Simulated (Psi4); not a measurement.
Input for Psi4: SAPT0/jun-cc-pV(D+d)Z on C4H6 (a complex), monomers drawn apart or pushed together.

```
memory 8100 MB

molecule dimer {
0 1
C    -0.71717062   -0.18805944   -0.11772165
C     0.60375130   -0.08714728   -0.16158832
H    -1.35697086    0.68496608   -0.16386094
H    -1.21262086   -1.14800056   -0.03566347
H     1.24347342   -0.96032934   -0.11735052
H     1.09921932    0.87263348   -0.24540034
--
0 1
C     0.10046753    0.24414364    4.72407501
C     0.14296355    0.34293037    5.91673786
H     0.06279117    0.15668414    3.66297594
H     0.18083387    0.43026987    6.97502213
units angstrom
symmetry c1
no_reorient
no_com
}

set {
  basis jun-cc-pV(D+d)Z
  scf_type df
  freeze_core true
}

energy('sapt0')
```

Output:

```
[...]
==> Input File <==

--------------------------------------------------------------------------
memory 8100 MB

molecule dimer {
0 1
C    -0.71717062   -0.18805944   -0.11772165
C     0.60375130   -0.08714728   -0.16158832
H    -1.35697086    0.68496608   -0.16386094
H    -1.21262086   -1.14800056   -0.03566347
H     1.24347342   -0.96032934   -0.11735052
H     1.09921932    0.87263348   -0.24540034
--
0 1
C     0.10046753    0.24414364    4.72407501
C     0.14296355    0.34293037    5.91673786
H     0.06279117    0.15668414    3.66297594
H     0.18083387    0.43026987    6.97502213
units angstrom
symmetry c1
no_reorient
no_com
}

set {
  basis jun-cc-pV(D+d)Z
  scf_type df
  freeze_core true
}

energy('sapt0')
--------------------------------------------------------------------------


   => Loading Basis Set <=

    Name: JUN-CC-PV(D+D)Z
    Role: ORBITAL
    Keyword: BASIS
    atoms 1-2, 7-8  entry C          line   188 file jun-cc-pv_dpd_z.gbs
    atoms 3-6, 9-10 entry H          line    60 file jun-cc-pv_dpd_z.gbs

   => Loading Basis Set <=

    Name: JUN-CC-PV(D+D)Z
    Role: ORBITAL
    Keyword: BASIS
    atoms 1-2, 7-8  entry C          line   188 file jun-cc-pv_dpd_z.gbs
    atoms 3-6, 9-10 entry H          line    60 file jun-cc-pv_dpd_z.gbs


  //>>>>>>>>>>>>>>>>>>>>>>>>>>>>>>>>>>>//
  //              Dimer HF             //
  //<<<<<<<<<<<<<<<<<<<<<<<<<<<<<<<<<<<//

   => Libint2 <=

    Primary   basis highest AM E, G, H:  7, 6, 3
    Auxiliary basis highest AM E, G, H:  7, 7, 4
    Onebody   basis highest AM E, G, H:  -, -, -
    Solid Harmonics ordering:            Gaussian


   => Loading Basis Set <=

    Name: JUN-CC-PV(D+D)Z
    Role: ORBITAL
    Keyword: BASIS
    atoms 1-2, 7-8  entry C          line   188 file jun-cc-pv_dpd_z.gbs
    atoms 3-6, 9-10 entry H          line    60 file jun-cc-pv_dpd_z.gbs


         ---------------------------------------------------------
                                   SCF
               by Justin Turney, Rob Parrish, Andy Simmonett
                          and Daniel G. A. Smith
                              RHF Reference
                        4 Threads,   7724 MiB Core
         ---------------------------------------------------------

  ==> Geometry <==

    Molecular point group: c1
    Full point group: C1

    Geometry (in Angstrom), charge = 0, multiplicity = 1:

       Center              X                  Y                   Z               Mass
    ------------   -----------------  -----------------  -----------------  -----------------
         C           -0.717170620000    -0.188059440000    -0.117721650000    12.000000000000
         C            0.603751300000    -0.087147280000    -0.161588320000    12.000000000000
         H           -1.356970860000     0.684966080000    -0.163860940000     1.007825032230
         H           -1.212620860000    -1.148000560000    -0.035663470000     1.007825032230
         H            1.243473420000    -0.960329340000    -0.117350520000     1.007825032230
         H            1.099219320000     0.872633480000    -0.245400340000     1.007825032230
         C            0.100467530000     0.244143640000     4.724075010000    12.000000000000
         C            0.142963550000     0.342930370000     5.916737860000    12.000000000000
         H            0.062791170000     0.156684140000     3.662975940000     1.007825032230
         H            0.180833870000     0.430269870000     6.975022130000     1.007825032230

  Running in c1 symmetry.

  Rotational constants: A =      0.81639  B =      0.02225  C =      0.02188 [cm^-1]
  Rotational constants: A =  24474.89456  B =    667.02168  C =    655.84190 [MHz]
  Nuclear repulsion =   80.114511619471358

  Charge       = 0
  Multiplicity = 1
  Electrons    = 30
  Nalpha       = 15
  Nbeta        = 15

  ==> Algorithm <==

  SCF Algorithm Type is DF.
  DIIS enabled.
  MOM disabled.
  Fractional occupation disabled.
  Guess Type is SAD.
  Energy threshold   = 1.00e-08
  Density threshold  = 1.00e-08
  Integral threshold = 1.00e-12

  ==> Primary Basis <==

  Basis Set: JUN-CC-PV(D+D)Z
    Blend: JUN-CC-PV(D+D)Z
    Number of shells: 50
    Number of basis functions: 102
    Number of Cartesian functions: 106
    Spherical Harmonics?: true
    Max angular momentum: 2

   => Loading Basis Set <=

    Name: (JUN-CC-PV(D+D)Z AUX)
    Role: JKFIT
    Keyword: DF_BASIS_SCF
    atoms 1-2, 7-8  entry C          line   146 file jun-cc-pvdz-jkfit.gbs
    atoms 3-6, 9-10 entry H          line    70 file jun-cc-pvdz-jkfit.gbs

  ==> Integral Setup <==

  DFHelper Memory: AOs need 0.035 GiB; user supplied 5.658 GiB.
  SCF_SUBTYPE=INCORE selected. In-core MEM_DF algorithm will be used.
  Using in-core AOs.

  ==> MemDFJK: Density-Fitted J/K Matrices <==

    J tasked:                   Yes
    K tasked:                   Yes
    wK tasked:                   No
    OpenMP threads:               4
    Algorithm:                 Core
    Schwarz Cutoff:        
[...]
A      2.600104
      86A      2.701704    87A      2.702518    88A      2.831282
      89A      2.985966    90A      3.137312    91A      3.219010
      92A      3.219252    93A      3.409635    94A      3.616117
      95A      3.763989    96A      3.798036    97A      4.156671
      98A      5.171007    99A      5.230633   100A      5.581192
     101A     18.127472   102A     18.630903

    Final Occupation by Irrep:
              A
    DOCC [     7 ]
    NA   [     7 ]
    NB   [     7 ]

  @DF-RHF Final Energy:   -76.82773702164934

   => Energetics <=

    Nuclear Repulsion Energy =             24.8439435978884404
    One-Electron Energy =                -151.7264711603087335
    Two-Electron Energy =                  50.0547905407709521
    Total Energy =                        -76.8277370216493409

Computation Completed


Properties will be evaluated at   0.000000,   0.000000,   0.000000 [a0]

Properties computed using the SCF density matrix


 Multipole Moments:

 ------------------------------------------------------------------------------------
     Multipole            Electronic (a.u.)      Nuclear  (a.u.)        Total (a.u.)
 ------------------------------------------------------------------------------------

 L = 1.  Multiply by 2.5417464519 to convert [e a0] to [Debye]
 Dipole X            :         -3.2203870            3.2204930            0.0001060
 Dipole Y            :         -7.7656630            7.7656369           -0.0000261
 Dipole Z            :       -140.7532660          140.7522353           -0.0010307
 Magnitude           :                                                    0.0010364

 ------------------------------------------------------------------------------------

  Constructing Basis Sets for SAPT...

   => Loading Basis Set <=

    Name: (JUN-CC-PV(D+D)Z AUX)
    Role: RIFIT
    Keyword: DF_BASIS_SAPT
    atoms 1-2, 7-8  entry C          line   100 file jun-cc-pvdz-ri.gbs
    atoms 3-6, 9-10 entry H          line    30 file jun-cc-pvdz-ri.gbs

   => Loading Basis Set <=

    Name: (JUN-CC-PV(D+D)Z AUX)
    Role: JKFIT
    Keyword: DF_BASIS_ELST
    atoms 1-2, 7-8  entry C          line   146 file jun-cc-pvdz-jkfit.gbs
    atoms 3-6, 9-10 entry H          line    70 file jun-cc-pvdz-jkfit.gbs


  //>>>>>>>>>>>>>>>>>>>>>>>>>>>>>>>>>>>//
  //               SAPT0               //
  //<<<<<<<<<<<<<<<<<<<<<<<<<<<<<<<<<<<//



        SAPT0
    Ed Hohenstein
     6 June 2009

      Orbital Information
  --------------------------
    NSO        =       102
    NMO        =       102
    NRI        =       344
    NRI (Elst) =       454
    NOCC A     =         8
    NOCC B     =         7
    FOCC A     =         2
    FOCC B     =         2
    NVIR A     =        94
    NVIR B     =        95

    Elst10,r            =    -0.000873725740 [Eh]
    Exch10              =     0.000143138924 [Eh]
    Exch10 (S^2)        =     0.000143112606 [Eh]

    Maxiter = 50
    CPHF R converge = 1.000000E-08

    Iter     Energy [mEh]          dE [mEh]         Residual      Time [s]
       1      -0.05273279       0.052732792     1.217621e-03             0
       2      -0.06440096       0.011668172     4.306186e-04             0
       3      -0.06650894       0.002107973     7.836389e-05             0
       4      -0.06628942      -0.000219513     2.583573e-05             0
       5      -0.06620379      -0.000085635     3.903563e-06             0
       6      -0.06621738       0.000013590     7.255200e-07             0
       7      -0.06621671      -0.000000668     2.703653e-07             0
       8      -0.06621634      -0.000000370     4.808203e-08             0
       9      -0.06621640       0.000000062     6.473149e-09             0

    CHF Iterations converged

    Maxiter = 50
    CPHF R converge = 1.000000E-08

    Iter     Energy [mEh]          dE [mEh]         Residual      Time [s]
       1      -0.01159377       0.011593766     1.098713e-03             0
       2      -0.01178955       0.000195780     3.516551e-04             0
       3      -0.01363225       0.001842706     5.663014e-05             0
       4      -0.01362124      -0.000011014     1.397594e-05             0
       5      -0.01359958      -0.000021659     2.087152e-06             0
       6      -0.01360187       0.000002289     3.065804e-07             0
       7      -0.01360165      -0.000000219     4.867413e-08             0
       8      -0.01360168       0.000000030     2.382946e-08             0
       9      -0.01360167      -0.000000010     6.552657e-09             0

    CHF Iterations converged

    Ind20,r (A<-B)      =    -0.000066216403 [Eh]
    Ind20,r (B<-A)      =    -0.000013601670 [Eh]
    Ind20,r             =    -0.000079818072 [Eh]
    Exch-Ind20,r (A<-B) =     0.000027706669 [Eh]
    Exch-Ind20,r (B<-A) =     0.000000534736 [Eh]
    Exch-Ind20,r        =     0.000028241405 [Eh]
    Disp20              =    -0.000348669290 [Eh]
    Disp20 (SS)         =    -0.000174334645 [Eh]
    Disp20 (OS)         =    -0.000174334645 [Eh]
    Exch-Disp20         =     0.000011789426 [Eh]
    Exch-Disp20 (SS)    =     0.000007421628 [Eh]
    Exch-Disp20 (OS)    =     0.000004367798 [Eh]

    SAPT Results
  --------------------------------------------------------------------------------------------------------
    Electrostatics                 -0.87372574 [mEh]      -0.54827118 [kcal/mol]      -2.29396661 [kJ/mol]
      Elst10,r                     -0.87372574 [mEh]      -0.54827118 [kcal/mol]      -2.29396661 [kJ/mol]

    Exchange                        0.14313892 [mEh]       0.08982103 [kcal/mol]       0.37581119 [kJ/mol]
      Exch10                        0.14313892 [mEh]       0.08982103 [kcal/mol]       0.37581119 [kJ/mol]
      Exch10(S^2)                   0.14311261 [mEh]       0.08980452 [kcal/mol]       0.37574209 [kJ/mol]

    Induction                      -0.07048628 [mEh]      -0.04423081 [kcal/mol]      -0.18506170 [kJ/mol]
      Ind20,r                      -0.07981807 [mEh]      -0.05008660 [kcal/mol]      -0.20956232 [kJ/mol]
      Exch-Ind20,r                  0.02824141 [mEh]       0.01772175 [kcal/mol]       0.07414780 [kJ/mol]
      delta HF,r (2)               -0.01890961 [mEh]      -0.01186596 [kcal/mol]      -0.04964718 [kJ/mol]

    Dispersion                     -0.33687986 [mEh]      -0.21139531 [kcal/mol]      -0.88447796 [kJ/mol]
      Disp20                       -0.34866929 [mEh]      -0.21879328 [kcal/mol]      -0.91543110 [kJ/mol]
      Exch-Disp20                   0.01178943 [mEh]       0.00739798 [kcal/mol]       0.03095313 [kJ/mol]
      Disp20 (SS)                  -0.17433465 [mEh]      -0.10939664 [kcal/mol]      -0.45771555 [kJ/mol]
      Disp20 (OS)                  -0.17433465 [mEh]      -0.10939664 [kcal/mol]      -0.45771555 [kJ/mol]
      Exch-Disp20 (SS)              0.00742163 [mEh]       0.00465714 [kcal/mol]       0.01948548 [kJ/mol]
      Exch-Disp20 (OS)              0.00436780 [mEh]       0.00274083 [kcal/mol]       0.01146765 [kJ/mol]

  Total HF                         -0.80107310 [mEh]      -0.50268096 [kcal/mol]      -2.10321712 [kJ/mol]
  Total SAPT0                      -1.13795296 [mEh]      -0.71407626 [kcal/mol]      -2.98769508 [kJ/mol]

  Special recipe for scaled SAPT0 (see Manual):
    Electrostatics sSAPT0          -0.87372574 [mEh]      -0.54827118 [kcal/mol]      -2.29396661 [kJ/mol]
    Exchange sSAPT0                 0.14313892 [mEh]       0.08982103 [kcal/mol]       0.37581119 [kJ/mol]
    Induction sSAPT0               -0.07047070 [mEh]      -0.04422103 [kcal/mol]      -0.18502079 [kJ/mol]
    Dispersion sSAPT0              -0.33687336 [mEh]      -0.21139122 [kcal/mol]      -0.88446088 [kJ/mol]
  Total sSAPT0                     -1.13793087 [mEh]      -0.71406240 [kcal/mol]      -2.98763709 [kJ/mol]
  --------------------------------------------------------------------------------------------------------



*** Psi4 exiting successfully. Buy a developer a beer!
```

The run finished.

Cost: roughly 22 core-seconds.
